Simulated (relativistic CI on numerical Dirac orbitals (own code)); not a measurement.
# Rh+ (4d8) in a crystal field

Calculated by Dirac-Coulomb-Breit CI, KLI orbitals optimised for each configuration, model QED (radiative potential, 1s self-energy scaled to tabulated hydrogen-like ionisation energies), valence Slater integrals scaled by 0.65, one configuration in a parametric crystal field (own radial code).

Field parameters in Wybourne normalisation: D3d B²₀ = −7Dσ, B⁴₀ = −14Dq − 21Dτ, B⁴₃ = −14√(10/7) Dq. The field is a parameter set, without covalency.

S and J are read from ⟨S²⟩ = S(S + 1) and ⟨J²⟩ = J(J + 1) of each level; they are not fictitious spins.

D3d, 10Dq = 11500, Dσ = -1200, Dτ = -250 cm⁻¹, the lowest 10 levels:

```
E (cm⁻¹)  Degeneracy  Irrep     S     J
     0.0           1     A1  1.00  3.50
    30.4           2      E  1.00  3.46
    7587           2      E  0.54  3.03
    9018           2      E  1.00  3.25
    9068           1     A2  1.00  3.27
    9196           1     A1  0.99  2.94
    9599           2      E  0.73  3.25
   12522           2      E  0.98  3.37
   12660           1     A2  1.00  3.29
   14023           1     A1  0.51  3.54
```

D3d, 10Dq = 11500, Dσ = -980, Dτ = -250 cm⁻¹, the lowest 16 levels:

| E (cm⁻¹) | Degeneracy | Irrep | S | J |
| --- | --- | --- | --- | --- |
| 0.0 | 1 | A1 | 1.00 | 3.49 |
| 24.7 | 2 | E | 1.00 | 3.46 |
| 7687 | 2 | E | 0.49 | 3.01 |
| 9229 | 2 | E | 1.00 | 3.29 |
| 9261 | 1 | A2 | 1.00 | 3.32 |
| 9411 | 1 | A1 | 0.99 | 2.99 |
| 9710 | 2 | E | 0.77 | 3.30 |
| 12278 | 2 | E | 0.98 | 3.34 |
| 12394 | 1 | A2 | 1.00 | 3.26 |
| 13974 | 1 | A1 | 0.54 | 3.51 |
| 15850 | 2 | E | 0.96 | 3.03 |
| 16044 | 1 | A2 | 1.00 | 2.89 |
| 16091 | 2 | E | 0.98 | 2.55 |
| 16578 | 1 | A1 | 0.71 | 3.49 |
| 16954 | 2 | E | 0.32 | 2.91 |
| 17252 | 1 | A1 | 0.98 | 2.47 |

D3d, 10Dq = 11500, Dσ = -760, Dτ = -250 cm⁻¹, the lowest 16 levels:

```tsv
E (cm⁻¹)	Degeneracy	Irrep	S	J
0.0	1	A1	1.00	3.49
19.1	2	E	1.00	3.46
7768	2	E	0.45	2.98
9437	2	E	1.00	3.33
9450	1	A2	1.00	3.37
9626	1	A1	0.99	3.02
9829	2	E	0.81	3.35
12053	2	E	0.98	3.31
12152	1	A2	1.00	3.23
13920	1	A1	0.57	3.48
15736	2	E	0.98	2.97
15850	1	A2	1.00	2.88
15954	2	E	0.98	2.53
16504	1	A1	0.71	3.41
17154	2	E	0.62	2.62
17214	1	A1	0.96	2.56
```

D3d, 10Dq = 11500, Dσ = -550, Dτ = -250 cm⁻¹, the lowest 16 levels:

| E (cm⁻¹) | Degeneracy | Irrep | S | J |
| --- | --- | --- | --- | --- |
| 0.0 | 1 | A1 | 1.00 | 3.48 |
| 14.0 | 2 | E | 1.00 | 3.47 |
| 7829 | 2 | E | 0.41 | 2.96 |
| 9624 | 1 | A2 | 1.00 | 3.42 |
| 9631 | 2 | E | 1.00 | 3.37 |
| 9832 | 1 | A1 | 0.99 | 3.06 |
| 9950 | 2 | E | 0.84 | 3.40 |
| 11857 | 2 | E | 0.98 | 3.27 |
| 11948 | 1 | A2 | 1.00 | 3.20 |
| 13866 | 1 | A1 | 0.60 | 3.46 |
| 15637 | 2 | E | 0.99 | 2.91 |
| 15684 | 1 | A2 | 1.00 | 2.86 |
| 15856 | 2 | E | 0.98 | 2.51 |
| 16429 | 1 | A1 | 0.70 | 3.34 |
| 17214 | 2 | E | 0.88 | 2.40 |
| 17218 | 1 | A1 | 0.95 | 2.63 |

D3d, 10Dq = 11500, Dσ = -330, Dτ = -250 cm⁻¹, the lowest 16 levels:

```
E (cm⁻¹)  Degeneracy  Irrep     S     J
     0.0           1     A1  1.00  3.48
     9.1           2      E  1.00  3.47
    7875           2      E  0.37  2.94
    9797           1     A2  1.00  3.48
    9829           2      E  1.00  3.41
   10048           1     A1  0.99  3.09
   10083           2      E  0.87  3.45
   11674           2      E  0.98  3.23
   11765           1     A2  1.00  3.16
   13809           1     A1  0.61  3.43
   15532           1     A2  1.00  2.85
   15548           2      E  0.99  2.85
   15790           2      E  0.98  2.49
   16346           1     A1  0.70  3.28
   17236           2      E  0.94  2.36
   17256           1     A1  0.93  2.68
```

The free-ion ground term has S = 1. Every field shown keeps that spin.

Levels of this model without a field, named by their leading LS term (the scale mimics covalency, so terms lie below those of the real free ion): ³F4 0, ³F3 2239, ³F2 3296, ³P2 7804, ³P1 10440, ³P0 10581, ³P2 10812, ¹G4 12610 cm⁻¹.
